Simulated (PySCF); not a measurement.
Ge(H)2(F)(Et) (C₂H₇FGe), SMILES C[CH2][GeH2][F]. Geometry optimised at B3LYP-D3(BJ)/def2-SVP. Other conformers were not sampled.

Computed equilibrium geometry at B3LYP-D3(BJ)/def2-SVP (PySCF confirms it by a frequency run) as a Z-matrix (one conformer of several):
```
C
H 1 1.1026
H 1 1.1039 2 106.56
C 1 1.5318 2 111.12 3 121.58
H 4 1.1010 1 110.97 2 62.13
H 4 1.1020 5 107.83 1 122.33
H 4 1.1024 5 107.39 6 115.57
Ge 1 1.9574 2 107.15 3 -115.00
F 8 1.7592 1 105.86 2 -66.63
H 8 1.5427 9 106.13 5 -144.99
H 8 1.5437 10 111.99 9 114.70
```
